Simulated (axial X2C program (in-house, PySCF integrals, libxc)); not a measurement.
# What spin–orbit coupling does to GeTe⁻

Computed with an axial X2C code built on PySCF integrals. Spin-free means the one-electron spin-free X2C Hamiltonian; two-component (2c) means X2C with spin–orbit coupling and atomic mean-field two-electron Coulomb and Gaunt terms, so the difference of the two also holds small scalar two-electron terms. Basis: Te dyall-acv3z [12s13p9d5f1g], Ge dyall-acv3z [10s10p8d5f1g] (cores contracted in-house); Gaussian nuclei, density fitting, unrestricted open shells. Masses: Te 129.906 u, Ge 73.921 u.

Spin-free state: M_S = 1/2, Λ = 1 (beyond evenly filled blocks: π+α); fragments Te- + Ge.

```csv
level,Re (Å),ωe (cm⁻¹),De (eV),μ (D)
PBE0,2.460,265.5,3.302,-0.66
M06,2.477,260.4,3.366,-0.88
```

Dipoles are positive if Ge is the positive end and refer to the centre of mass.

**Question.** Within this multiplet, which Ω should lie lowest by the rule for regular and inverted multiplets?

**Answer.** The open π shell holds one electron, so the multiplet is regular: Ω = Λ − 1/2 = 1/2. The PBE0 2c search agrees.

Two-component determinant lowest at the distance of the search:

Ω = 1/2 (⟨Sz⟩ = -0.50, ⟨Lz⟩ = 1.00 at PBE0); fragments Te- + Ge.

| level | Re (Å) | ωe (cm⁻¹) | μ (D) |
| --- | --- | --- | --- |
| PBE0 | 2.465 | 262.2 | -0.76 |
| M06 | 2.481 | 258.3 | -0.94 |

**Question.** From the two tables, how do the constants change at the PBE0 level (2c against spin-free)?

**Answer.** At the PBE0 level Re rises by 0.005 Å and ωe falls by 3.3 cm⁻¹.

The state is one determinant whose occupation by symmetry is held fixed; it was picked as the lowest of a PBE0 search that is not exhaustive. De is counted from the lowest determinant-based energies of the atoms at the same level, without counterpoise correction. De is not given where an atomic determinant may have missed its ground term or J level, or where the truncated virtual space spoils (T). Density functionals use the spin component along the axis (collinear). The functionals have no current-density term, which raises determinants with orbital currents, atoms included. The highest occupied level of some functionals is positive through self-interaction error; at Hartree–Fock it is bound. The determinant is spin-polarised beyond a pure state at some levels (its spin-free form has ⟨S²⟩ too high), which makes Re and μ there less reliable.
